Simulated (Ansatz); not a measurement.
Mulliken charges of BrClFGe (`[F][Ge]([Cl])[Br]`) radical from B3LYP/def2-TZVPP in Ansatz (PBE0-D4/def2-TZVP geometry).

```csv
atom,x (Å),y (Å),z (Å),charge (e)
F1,0.378,-1.527,0.684,-0.339
Ge2,-0.168,0.108,0.509,0.785
Cl3,1.572,1.243,-0.025,-0.236
Br4,-1.727,0.116,-1.189,-0.210
```

Q: By hand: the dipole of these point charges (1 e Å = 4.8032 D).

A: Σ q r = (-0.268, 0.285, 0.423) e Å, of length 0.576 e Å = 2.77 D.

Q: How does the dipole of the full density compare? (Estimate.)

A: The calculation gave: (-0.182, 0.215, 0.148) e Å, 1.53 D; the point charges give 1.81 times that, at 20° from its direction.

Point charges leave out the atoms' own dipoles, such as those of lone pairs, and Mulliken's split depends on the basis, so the two needn't agree.

B3LYP here is the variant with VWN-RPA as its local correlation; programs differ in this.
